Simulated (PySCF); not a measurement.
ethynyl anion (C2H), SMILES C#[C-], charge -1. Geometry: PBE0-D3(BJ)/def2-TZVPD.

Calculation: PySCF 2.14.0 with PBE0-D3(BJ)/def2-TZVPD.

Harmonic wavenumbers (cm⁻¹): 552, 552, 1915, 3380. Rotational constants (GHz): 42.21 (linear); symmetry number 1.

Task: Work out the zero-point energy and the ideal-gas rigid-rotor harmonic-oscillator thermochemistry at 298.15 K and 1 atm.

Result: ZPE = ½ Σ hcν = ½ × 6399 cm⁻¹ = 38.27 kJ/mol. H − E(el) = 47.94 kJ/mol. Entropy in J/(mol K): translation 148.91, rotation 49.82, vibration 4.53, total 203.25. G − E(el) = -12.66 kJ/mol. Cp = 38.67 J/(mol K).
